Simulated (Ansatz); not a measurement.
Ideal-gas functions of C₄H₂F₂Zr (`C#[C][Zr]([F])([F])[C]#C`) at 500 K and 1 bar, from an Ansatz frequency run at PBE0-D4/def2-TZVP.

Molar mass 179.28 g/mol, point group C2v (symmetry number 2), electronic degeneracy 1, moments of inertia 271.192, 374.604, 464.028 u Å². Harmonic wavenumbers (cm⁻¹, unscaled): 58, 79, 90, 114, 166, 192, 212, 218, 224, 449, 466, 679, 688, 739, 740, 744, 744, 2083, 2086, 3449, 3449.

Use S(trans) = R[1.5 ln M + 2.5 ln T − 1.1517]; rotational temperatures θ = 24.2544 K / I; S(rot) = R[ln(√π/σ · √(T³/θAθBθC)) + 1.5]; for each mode x = 1.438777 ν̃/T, S = R[x/(eˣ − 1) − ln(1 − e⁻ˣ)] and H = RT x/(eˣ − 1); 1 cm⁻¹ = 0.0119627 kJ/mol; R = 8.31446 J/(mol·K).

Q: By hand: the entropy, in J/(mol·K).

A: Translation 184.3. Rotation: θ = 0.0894, 0.0647, 0.0523 K, giving 122.7. Vibration, mode by mode: 23.21, 20.65, 19.57, 17.62, 14.54, 13.35, 12.55, 12.33, 12.11, 6.74, 6.47, 3.95, 3.87, 3.45, 3.44, 3.41, 3.41, 0.15, 0.14, 0.00, 0.00, in all 181.0. Electronic 0.0. Sum 488.0 J/(mol·K).

Q: By hand: H − E and G − E in kJ/mol, counted from the electronic energy.

A: Zero-point energy ½ × 17669 × 0.0119627 = 105.7; thermal vibration 41.6; translation, rotation and pV give 4 RT = 16.6. H − E = 163.9 kJ/mol, and G − E = 163.9 − 500 × 488.0/1000 = -80.1 kJ/mol.

Vibration gives 37 % of the entropy, 81.0 J/(mol·K) of it from the modes under 150 cm⁻¹: soft modes count most, and the harmonic formula is weakest for them.
